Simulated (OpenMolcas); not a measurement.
# Ba: effect of the level shift or regulariser

- Program: OpenMolcas 26.06
- Basis: ANO-RCC-VTZP [8s7p4d2f1g]
- Scalar Hamiltonian: DKH2, point nucleus
- Active space: 2 electrons in 4 orbitals (6s 6p)
- State averaging: 2S+1 = 3 even, 3 roots; 2S+1 = 1 even, 6 roots; 2S+1 = 3 odd, 3 roots; 2S+1 = 1 odd, 3 roots
- Spin-orbit coupling: state interaction with AMFI integrals over the reference wave functions, term energies averaged over their components

Methods on the same reference wave functions:
A. CASSCF
B. SS-CASPT2, IPEA 0.25 Eh, imaginary shift 0.1 Eh (closed shells correlated: 5s 5p)
C. SS-CASPT2, IPEA 0.25 Eh, real shift 0.2 Eh (closed shells correlated: 5s 5p)

Energies in cm⁻¹ above 6s² ¹S₀, the measured ground level; measured values from NIST Handbook of Basic Atomic Spectroscopic Data.

```csv
Level,A,B,C,Measured
6s² ¹S₀,0.0,0.0,0.0,0.0
6s 6p ³P°₀,10234,11850,11830,12266
6s 6p ³P°₁,10499,12120,12090,12637
6s 6p ³P°₂,11041,12660,12640,13515
6s 6p ¹P°₁,22847,21550,21770,18060
6p² ³P₀,30200,32640,32600,
6p² ³P₁,30442,32880,32840,
6p² ³P₂ [74 %],30897,33150,33230,
6p² ¹D₂ [74 %],34799,33950,34510,
```

Deviations, from unrounded energies. A percentage is the sum of absolute deviations over the sum of measured energies, with the sign that they share, or ± where signs differ.

```csv
Against measurement,Levels,A,B,C
mean absolute deviation (cm-1),4,2900,1300,1400
other configurations (%),4,±20.2,±9.3,±9.9
```

B lies closest to measurement on these levels and A furthest from it. The largest miss of B in the table is 6s 6p ¹P°₁, by +3500 cm-1. The ranking rests on the paired levels alone, and a cruder setting can come out closer through cancelling errors.

Between B and C the level of the table that moves most is 6p² ¹D₂ [74 %], by 560 cm-1 (lowest in B, highest in C). Moves below CASPT2's spread within the term are not significant.

The mean deviations of B to C differ by less than CASPT2's widest spread within a term (210 cm-1), so their order carries little weight.

The lowest spin-free term lies below A's lowest term by 0.181 hartree in B, 0.180 hartree in C.

CASPT2 does not keep the components of a term degenerate, so their means are used; among the terms shown or strongly mixed into the levels shown the widest spread is 210 cm-1 (6p² ¹D, B). The ¹D term of p² mixes with s d, which this space lacks. Measured partners are found by configuration, term and J. A level has none where our copy of the source lacks it or the pairing is in doubt (some pairs that miss far off the trend of their configuration count as doubtful), and it then counts in no deviation. Only configurations of the active space appear.

A share in square brackets marks a mixed level and gives the weight of the term that names it, the lowest over the columns. ° marks odd parity.
